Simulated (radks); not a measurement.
Q: Neutral caesium: order these configurations by energy. All-electron calculation, Dirac Kohn-Sham, relativistic LDA (MacDonald-Vosko exchange, VWN5 correlation), spin-unpolarised, spherical densities, finite nucleus; Fermi nuclear charge, rms radius of each element as measured or else 0.836 A^(1/3) + 0.57 fm. Program: a radial shooting solver on a logarithmic mesh with Libxc functionals. Sub-shells are occupied by j as written (lower j first in brackets). [Xe] 4f(5/2: 1, 7/2: 0); [Xe] 5d(3/2: 1, 5/2: 0); [Xe] 6p(1/2: 1, 3/2: 0); [Xe] 6s1.

A: From the lowest, in eV above it: [Xe] 6s1 0.000; [Xe] 6p(1/2: 1, 3/2: 0) 1.409; [Xe] 5d(3/2: 1, 5/2: 0) 1.689; [Xe] 4f(5/2: 1, 7/2: 0) 3.076.
